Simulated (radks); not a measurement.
Q: Radial electron density D(r) = 4 pi r^2 rho(r) of an atom or ion with 30 electrons. Calculated with a radial shooting solver on a logarithmic mesh with Libxc functionals: non-relativistic Kohn-Sham, LDA (Slater exchange, VWN5 correlation), spin-unpolarised, spherical densities, point nucleus.

```
   r/bohr * D(r) (the largest magnitude, 52.8, reaches the edge; | marks zero)
 0.003006 |  *
 0.003417 |   *
 0.003883 |    *
 0.004413 |     *
 0.005016 |      *
 0.005701 |        *
 0.006479 |          *
 0.007364 |            *
  0.00837 |               *
 0.009513 |                  *
  0.01081 |                      *
  0.01229 |                         *
  0.01397 |                             *
  0.01587 |                                 *
  0.01804 |                                     *
   0.0205 |                                        *
   0.0233 |                                           *
  0.02649 |                                            *
   0.0301 |                                             *
  0.03421 |                                            *
  0.03889 |                                           *
   0.0442 |                                         *
  0.05023 |                                       *
  0.05709 |                                     *
  0.06489 |                                     *
  0.07375 |                                       *
  0.08315 |                                          *
   0.0945 |                                              *
   0.1074 |                                                  *
   0.1221 |                                                      *
   0.1387 |                                                      *
   0.1577 |                                                   *
   0.1792 |                                              *
   0.2037 |                                       *
   0.2315 |                                  *
   0.2631 |                               *
   0.2991 |                               *
   0.3399 |                                 *
   0.3863 |                                    *
   0.4391 |                                     *
    0.499 |                                   *
   0.5672 |                              *
   0.6446 |                       *
   0.7326 |                *
   0.8327 |           *
   0.9464 |      *
    1.076 |    *
    1.222 |  *
    1.389 |  *
    1.579 | *
    1.795 |*
     2.04 |*
    2.318 *
    2.635 *
    2.995 *
    3.404 *
    3.869 *
```

What is the nuclear charge?

A: Z = 36. The innermost maximum, from 1s, lies near 1/Z = 0.0278 bohr (found: 0.0303), and its height grows with Z. The density is that of the krypton ion Kr6+ in [Ar] 3d10 4s2; the configuration itself is not fixed sharply by these data, and Z only to about a unit. D(r) has 3 maxima, at r = 0.0303, 0.133, 0.436 bohr, and minima at 0.0618, 0.278 bohr, inside which lie 2.08, 11.11 electrons.
